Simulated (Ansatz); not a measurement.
Reaction (substitution at a C–Si bond): `C[Si](N)(F)Cl` + `NCF` → `CNCF` + `N[SiH](F)Cl`

Calculated with Ansatz (gas phase, PBE0-D4/def2-TZVP geometries, no zero-point term in ΔE). CBS: MP2 limit from def2 TZ/QZ plus the TZ coupled-cluster correction, frozen cores. DFT in def2-TZVPP. One conformer a species, not always the lowest.

```
        species  CAM-B3LYP energy (Eh)
`C[Si](N)(F)Cl`             -945.64894
          `NCF`             -195.12459
         `CNCF`             -234.41867
  `N[SiH](F)Cl`             -906.32453
```

(1) Work out ΔE.

Largest T1 diagnostic among the species: 0.011.

Answers

(1) ΔE = (-234.41867) + (-906.32453) − (-945.64894) − (-195.12459) = 0.03033 Eh = +79.6 kJ/mol. CCSD(T)/CBS gives +84.7 kJ/mol.

The D4 term adds +3.6 kJ/mol with B3LYP and +2.0 kJ/mol with PBE0; it sums over pairs of atoms, weighted by their polarisabilities, and B3LYP, whose exchange is more repulsive, gets the larger term. In def2-TZVPP, CCSD(T) changes the Hartree–Fock value by +6.9 kJ/mol (the triples alone add +0.5 kJ/mol) and MP2 by +10.1 kJ/mol. Leaving LDA and LC-ωPBE aside and taking each functional with its dispersion term where it has one, the values, not all of them listed here, spread over 8.5 kJ/mol, from BLYP-D4 to B97M-V.

B3LYP here is the variant with VWN-RPA as its local correlation; programs differ in this.
